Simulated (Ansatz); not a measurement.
Reaction (ligand exchange at the Si–N bond): `C=C=N[SiH](F)F` + `[OH][GeH3]` → `F[SiH](F)[O][GeH3]` + `C=C=N`

Program: Ansatz. Geometries: PBE0-D4/def2-TZVP. ΔE: electronic, gas phase. CCSD(T)/CBS adds triple-zeta CCSD(T) − MP2 to the extrapolated MP2 energy (def2 sets, frozen cores). This one scheme is used for every species. DFT in def2-TZVPP. B3LYP here is the variant with VWN-RPA as its local correlation; programs differ in this. HSE06 is defined as in plane-wave codes. For Ge outer-core shells are correlated without core-valence functions, which leaves a few kJ/mol of doubt a bond. Scalar relativity is left out up to krypton. One conformer a species, not always the lowest.

(1) Is it downhill or uphill in electronic energy at CCSD(T)/CBS, and by how much? (Estimate.)

(2) What do these levels give: LDA (SPW92), B3LYP-D4, HSE06-D4, BHLYP-D4, ωB97X-V, ωB97M-V, r2SCANh, BHLYP, MP2/def2-SVP, CCSD(T)/def2-TZVPP, HF/def2-QZVPP, HF/CBS(def2)? (Estimate.)

Largest T1 diagnostic among the species: 0.015.

Results:

(1) Computed: Downhill: ΔE = -16.3 kcal/mol.

(2) Computed: LDA (SPW92) -14.5, B3LYP-D4 -15.7, HSE06-D4 -14.8, BHLYP-D4 -16.9, ωB97X-V -16.1, ωB97M-V -16.1, r2SCANh -15.5, BHLYP -16.4, MP2/def2-SVP -16.5, CCSD(T)/def2-TZVPP -16.7, HF/def2-QZVPP -17.7, HF/CBS(def2) -17.7 kcal/mol.

At CCSD(T), def2-SVP lies −1.3 kcal/mol from the extrapolated value and def2-TZVPP −0.4 kcal/mol. Leaving LDA and LC-ωPBE aside and taking each functional with its dispersion term where it has one, the values, not all of them listed here, spread over 3.1 kcal/mol, from BHLYP-D4 to revPBE-D4.
